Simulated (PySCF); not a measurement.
Spinor energies of Ru⁴⁺ (ruthenium, charge +4)

Start: [Kr] 4d4; 4d3/2 filled at m_j = -3/2, -1/2, +1/2, +3/2. Calculated with PySCF 2.14 in x2c-TZVPPall-2c: generalised Hartree-Fock with the X2C-1e Hamiltonian and a Gaussian nucleus; one run each with spin-orbit coupling (SO) switched off, then screened by Boettger's factors.

| spinor shell | electrons | ε, spin-free (eV) | ε, screened SO (eV) | weight of nominal j (screened SO) | rms radius, screened SO (bohr) |
| --- | --- | --- | --- | --- | --- |
| 1s1/2 | 2 | -22287.9 | -22286.5 | 1.000 | 0.0384 |
| 2s1/2 | 2 | -3330.0 | -3329.6 | 1.000 | 0.158 |
| 2p1/2 | 2 | -2981.3 | -3071.8 | 1.000 | 0.137 |
| 2p3/2 | 4 | -2981.3 | -2939.0 | 1.000 | 0.142 |
| 3s1/2 | 2 | -664.30 | -664.15 | 1.000 | 0.428 |
| 3p1/2 | 2 | -546.65 | -562.62 | 1.000 | 0.425 |
| 3d3/2 | 4 | -357.46 | -360.48 | 0.962 | 0.416 |
| 3d5/2 | 6 | -357.46 | -355.28 | 0.975 | 0.420 |
| 4s1/2 | 2 | -144.52 | -144.47 | 1.000 | 1.07 |
| 4p1/2 | 2 | -108.00 | -114.87 | 0.690 | 1.17 |
| 4p3/2 | 4 | -108.00 | -104.60 | 0.845 | 1.18 |
| 4d3/2 | 4 | -60.919 | -60.940 | 0.556 | 1.46 |

Where does 3p3/2 lie, and what is the 3p spin-orbit splitting (screened SO)?

At -539.10 eV, 23.517 eV above 3p1/2.

| quantity | spin-free | screened SO |
| --- | --- | --- |
| E (hartree) | -4524.26004 | -4524.91048 |
| M_J | 0 | 0 |
| ⟨J²⟩ | 4.005 | 3.624 |
| ⟨L²⟩ | 6.004 | 5.956 |
| ⟨S²⟩ | 6.001 | 5.950 |

The determinant has a definite M_J but mixes levels of different J.

Each row is a mean over spinors that exchange with the open shell spreads, by up to 7.237 eV (4s1/2).

Rows whose weight is well below 1 are mixtures of j = l ± 1/2: exchange outweighs spin-orbit coupling there, and the label is only the starting occupation.

Breit and QED terms are absent; they matter most for the inner s and p1/2 levels.

Densities and radii are taken from the X2C orbitals without a picture-change correction, which distorts them close to the nucleus.

Without spin-orbit coupling the j labels of p, d and f shells carry no meaning; the spin-free column gives the mean over the occupied spinors of each nl shell, and its ⟨J²⟩ belongs to a mixture of degenerate components.
